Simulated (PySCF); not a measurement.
Species: CdH2 (singlet state).
Cartesian coordinates in Å at the PBE0-D3(BJ)/def2-SVP level; atoms count from 1:
```
atom  x, y, z in Å
Cd1    0.000    0.000    0.000
H2    -0.018   -0.022    1.680
H3     0.018    0.022   -1.680
```

Theory: TDDFT CAM-B3LYP/def2-SVPD, vertical, gas phase, core orbitals frozen in the response, def2 core potentials past Kr (PySCF 2.14.0, density-fitted response routines). Spin–orbit coupling is left out.

Computed singlets with f of 0.002 or more:

```
state  ν̃ (cm⁻¹)      f
   S3      63500  0.431
   S4      63500  0.431
   S5      70820  0.901
   S6      73720  0.355
```

Give A, τ, |μ| and ∫σ dE for each state.

For one non-degenerate pair of states in vacuum, A = 0.6670 f ν̃² s⁻¹ with ν̃ in cm⁻¹, τ = 1/A, |μ|² = 3f / (2ΔE) in atomic units, and the integrated cross-section is ∫σ dE = 109.76 f Mb·eV.

```
state  A (s⁻¹)       τ  |μ| (D)  ∫σ dE (Mb·eV)
   S3  1.2×10⁹  860 ps     3.80             47
   S4  1.2×10⁹  860 ps     3.80             47
   S5  3.0×10⁹  330 ps     5.20             99
   S6  1.3×10⁹  780 ps     3.20             39
```

Leading configurations: S3 H-1→L/L+1 (98%); S4 H-1→L/L+1 (98%); S5 H→L+2 (96%); S6 H→L+3 (96%) (H = HOMO, L = LUMO).

States that coincide in energy are taken one by one. These lifetimes count emission to the ground state at the vertical energy alone; relaxation of the geometry and all other decay channels are left out.

Suppose S3 emitted 0.3 eV lower with the same transition dipole. How would A change?

At fixed |μ|, A goes as the cube of the energy: (7.57/7.87)³ = 0.89, which makes τ about 970 ps.

How much energy does a mole of photons resonant with S5 carry?

8.780 eV × 96.485 = 847 kJ/mol (202 kcal/mol).

What is the integrated cross-section of all computed states together?

Σf = 2.117 over S1 to S9, so 109.76 × Σf ≈ 232 Mb·eV.

The vertical ionisation energy is 10.40 eV (ΔSCF), so S9 and higher lie in the continuum; a finite Gaussian basis only mimics such states.

The run took 2.6 s wall on one thread of an Arm Neoverse V2, on a shared host.
